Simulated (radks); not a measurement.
Values are calculated unless marked as measured or tabulated.
Mean orbital radii <r> (bohr) of the iodine ion I3+, [Kr] 4d10 5s2 5p2, at several levels of relativity; Dirac values are averaged over j with weights 2j + 1. Spin-unpolarised spherical Kohn-Sham, PBE, point nucleus unless stated (finite: rms radius 4.75 fm), a radial shooting solver on a logarithmic mesh with Libxc functionals. A level marked "c x" has the speed of light scaled by that factor and shares open shells by 2j + 1; other Dirac levels either fill j = l - 1/2 first or share by 2j + 1.

[
 {"shell": "1s", "non-rel.": "0.02868", "scalar-rel.": "0.02722", "Dirac, 2j+1 shares": "0.02722", "Dirac, low j first": "0.02722", "change of magnitude, last against first (%)": "-5.09"},
 {"shell": "2s", "non-rel.": "0.1235", "scalar-rel.": "0.1172", "Dirac, 2j+1 shares": "0.1167", "Dirac, low j first": "0.1167", "change of magnitude, last against first (%)": "-5.45"},
 {"shell": "2p", "non-rel.": "0.1051", "scalar-rel.": "0.1025", "Dirac, 2j+1 shares": "0.1023", "Dirac, low j first": "0.1023", "change of magnitude, last against first (%)": "-2.75"},
 {"shell": "3s", "non-rel.": "0.3279", "scalar-rel.": "0.3141", "Dirac, 2j+1 shares": "0.3137", "Dirac, low j first": "0.3137", "change of magnitude, last against first (%)": "-4.31"},
 {"shell": "3p", "non-rel.": "0.3183", "scalar-rel.": "0.3121", "Dirac, 2j+1 shares": "0.3117", "Dirac, low j first": "0.3117", "change of magnitude, last against first (%)": "-2.07"},
 {"shell": "3d", "non-rel.": "0.2889", "scalar-rel.": "0.2886", "Dirac, 2j+1 shares": "0.2886", "Dirac, low j first": "0.2886", "change of magnitude, last against first (%)": "-0.08"},
 {"shell": "4s", "non-rel.": "0.7694", "scalar-rel.": "0.7396", "Dirac, 2j+1 shares": "0.7396", "Dirac, low j first": "0.7396", "change of magnitude, last against first (%)": "-3.87"},
 {"shell": "4p", "non-rel.": "0.8038", "scalar-rel.": "0.7911", "Dirac, 2j+1 shares": "0.7907", "Dirac, low j first": "0.7908", "change of magnitude, last against first (%)": "-1.61"},
 {"shell": "4d", "non-rel.": "0.9094", "scalar-rel.": "0.9156", "Dirac, 2j+1 shares": "0.9159", "Dirac, low j first": "0.9164", "change of magnitude, last against first (%)": "+0.76"},
 {"shell": "5s", "non-rel.": "1.896", "scalar-rel.": "1.829", "Dirac, 2j+1 shares": "1.830", "Dirac, low j first": "1.832", "change of magnitude, last against first (%)": "-3.36"},
 {"shell": "5p", "non-rel.": "2.135", "scalar-rel.": "2.113", "Dirac, 2j+1 shares": "2.113", "Dirac, low j first": "2.117", "change of magnitude, last against first (%)": "-0.84"}
]
